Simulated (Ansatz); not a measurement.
Coupled-cluster diagnostics for the cluster Si₆O⁺, Ansatz.

Geometry of the doublet (r2SCAN-D4/def2-SVP):

Cartesian coordinates in Å:
```
O 1.312 0.729 0.774
Si -1.285 -0.868 -0.280
Si -1.757 1.482 -0.473
Si 0.955 -1.113 0.873
Si 0.616 -1.701 -1.497
Si 0.591 0.721 -0.872
Si -0.432 0.750 1.475
```

Correlated methods freeze 31 core orbitals. In CCSD on the charge 1 doublet the largest single amplitude is 0.27, so its Hartree–Fock determinant may place the open shell otherwise than the density functionals do. Another isomer (doublet) lies 0.19 eV lower at PBE0-D4/def2-TZVP; other spin states weren't run for this one.

(1) Estimate the CCSD(T) correlation energy, the shares of MP2 and (T), T1 and the reference's ⟨S²⟩ for: charge 1, doublet, own geometry in def2-SVP; and the rough time on 4 threads of Arm Neoverse V2 on a shared host.

Answers

(1) 
| state | basis | correlation (eV) | MP2 share (%) | (T) share (%) | T1 | ⟨S²⟩ (pure) | wall time | remarks |
| --- | --- | --- | --- | --- | --- | --- | --- | --- |
| charge 1, doublet, own geometry | def2-SVP | -21.766 | 88.5 | 6.9 | 0.065 | 1.39 (0.75) | 23 s | large T1 (0.065), spin-contaminated (⟨S²⟩ 1.39) |
Customary marks for T1 are 0.02 (closed shells), 0.045 (open shells) and about 0.05 (3d metals). T1 exceeds 0.02 in 1 of 1 rows and 0.045 in 1; the higher it lies, the less the single-reference result can be trusted.
